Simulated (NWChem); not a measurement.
P$_{2}$H$_{3}$, doublet; SMILES [PH]P

```xyz
5

P     -0.0624    -1.1466    -0.0153
P      0.0033     1.0548    -0.0863
H      1.3786    -1.2224    -0.1193
H      0.7790     1.3188     1.1006
H     -1.2698     1.2812     0.5438
```
Atoms are numbered in this order, from 1.

Program: NWChem. Spin-unrestricted. Medium grid unless said otherwise, to which SCAN and Minnesota functionals are sensitive. The geometry was optimised at PBE-D3(BJ)/def2-SVP, spin-unrestricted. No stability test was run on the SCF state.

### Question
Predict the results for r2SCAN/def2-SVP. Quantities: highest occupied level (eV); lowest empty minus highest occupied level, either spin (eV); dipole (D); <S²>.

### Answer
```json
{
 "highest occupied level (eV)": "-5.63",
 "lowest empty minus highest occupied level, either spin (eV)": "2.09",
 "dipole (D)": "1.09",
 "<S²>": "0.756"
}
```
